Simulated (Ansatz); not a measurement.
C2H8BNO can be A, `CNB(C)O`, or B, `BNCOC`.

Program: Ansatz. Geometries: PBE0-D4/def2-TZVP. ΔE: electronic, gas phase. CBS: MP2 limit from def2 TZ/QZ plus the TZ coupled-cluster correction, frozen cores. Functionals use def2-TZVPP. B3LYP here is the variant with VWN-RPA as its local correlation; programs differ in this. One conformer a species, not always the lowest.

Task: Which isomer does CCSD(T)/CBS put lower? Give the gap. (An estimate is asked.)

Result: Computed: A, by 61.6 kcal/mol.

Task: Give E(B) − E(A) in kcal/mol with r2SCAN-D4, B3LYP-D4, ωB97M-V, CCSD(T)/def2-TZVPP, PBE0-D4, B2PLYP, HF/def2-TZVPP. (An estimate is asked.)

Result: Ansatz gave: r2SCAN-D4 61.8, B3LYP-D4 59.8, ωB97M-V 61.0, CCSD(T)/def2-TZVPP 60.5, PBE0-D4 61.1, B2PLYP 60.4, HF/def2-TZVPP 58.4. None reverses the order clearly.

Largest T1 diagnostic: 0.012.

In def2-TZVPP, CCSD(T) changes the Hartree–Fock value by +2.1 kcal/mol (the triples alone add −0.2 kcal/mol) and MP2 by +4.2 kcal/mol. From PBE to PBE0 (25 % exact exchange), in def2-TZVPP and without D4, E(B) − E(A) moves by +1.2 kcal/mol.
